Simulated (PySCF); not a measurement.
C3H2F3, SMILES FC(F)(F)[C]=C, multiplicity 2. Geometry optimised at PBE0-D3(BJ)/def2-SVP. The isomer is the one that the SMILES or the coordinates give; other isomers of the formula were not compared.

Computed with PBE0-D3(BJ)/def2-SVP (PySCF).

Harmonic wavenumbers (cm⁻¹): 94, 197, 330, 426, 499, 565, 610, 656, 829, 931, 989, 1216, 1246, 1272, 1386, 1802, 3108, 3222. Rotational constants (GHz): 5.669, 2.871, 2.852; symmetry number 1.

**Question.** Work out the zero-point energy and the ideal-gas rigid-rotor harmonic-oscillator thermochemistry at 298.15 K and 1 atm.

**Answer.** ZPE = ½ Σ hcν = ½ × 19379 cm⁻¹ = 115.91 kJ/mol. H − E(el) = 133.39 kJ/mol. Entropy in J/(mol K): translation 165.55, rotation 110.21, vibration 43.36, spin 5.76, total 324.88. G − E(el) = 36.53 kJ/mol. Cp = 88.62 J/(mol K). Modes under 150 cm⁻¹ make the vibrational entropy uncertain.
